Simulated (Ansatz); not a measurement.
`C[SiH2]BO[SiH3]` + `[SiH3]C[SiH2]Cl` → `C[SiH2]B[SiH3]` + `[SiH3]OC[SiH2]Cl`  (redistribution)

Calculated with Ansatz (gas phase, PBE0-D4/def2-TZVP geometries, no zero-point term in ΔE). CBS: MP2 limit from def2 TZ/QZ plus the TZ coupled-cluster correction, frozen cores. DFT in def2-TZVPP. Each species was taken in one conformer, which may not be the lowest.

```json
{"species": "`C[SiH2]BO[SiH3]`", "r2SCAN energy (Eh)": "-722.58113"}
{"species": "`[SiH3]C[SiH2]Cl`", "r2SCAN energy (Eh)": "-1081.49592"}
{"species": "`C[SiH2]B[SiH3]`", "r2SCAN energy (Eh)": "-647.24954"}
{"species": "`[SiH3]OC[SiH2]Cl`", "r2SCAN energy (Eh)": "-1156.72863"}
```

Q: Work out ΔE.

A: ΔE = (-647.24954) + (-1156.72863) − (-722.58113) − (-1081.49592) = 0.09888 Eh = +2.69 eV. CCSD(T)/CBS gives +2.73 eV.

Largest T1 diagnostic among the species: 0.013.

From PBE to PBE0 (25 % exact exchange), in def2-TZVPP and without D4, ΔE moves by +0.07 eV.
